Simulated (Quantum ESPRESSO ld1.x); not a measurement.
Q: The mean radii <r> (bohr) of the occupied orbitals of an atom or ion are listed with their occupations. Method: scalar-relativistic Kohn-Sham, LDA (Slater exchange, VWN5 correlation), spin-polarised, spherical densities, point nucleus; computed with ld1.x of Quantum ESPRESSO 7.5.

| orbital | occ. | <r> |
|---|---|---|
| 1s down | 1 | 0.02276 |
| 1s up | 1 | 0.02276 |
| 2s up | 1 | 0.09707 |
| 2s down | 1 | 0.09707 |
| 2p up | 3 | 0.08550 |
| 2p down | 3 | 0.08550 |
| 3s up | 1 | 0.2553 |
| 3s down | 1 | 0.2552 |
| 3p up | 3 | 0.2536 |
| 3p down | 3 | 0.2534 |
| 3d up | 5 | 0.2312 |
| 3d down | 5 | 0.2310 |
| 4s up | 1 | 0.5788 |
| 4s down | 1 | 0.5788 |
| 4p up | 3 | 0.6124 |
| 4p down | 3 | 0.6126 |
| 4d up | 5 | 0.6679 |
| 4d down | 5 | 0.6688 |
| 5s up | 1 | 1.369 |
| 5s down | 1 | 1.385 |
| 5p up | 3 | 1.573 |
| 5p down | 3 | 1.597 |
| 4f up | 5 | 0.8947 |

Name the element and its charge. Open shells, if any, are filled with parallel spins first.

A: Z = 62, samarium, charge +3: Sm3+ in [Xe] 4f5. The 1s radius gives Z: for a bare nucleus <r> = (2 gamma + 1)/(2Z) with gamma = sqrt(1 - (Z/c)^2), 0.02245 bohr for Z = 62, and screening makes it slightly larger (0.02276 here). The occupations add up to 59, and the charge is Z minus that.
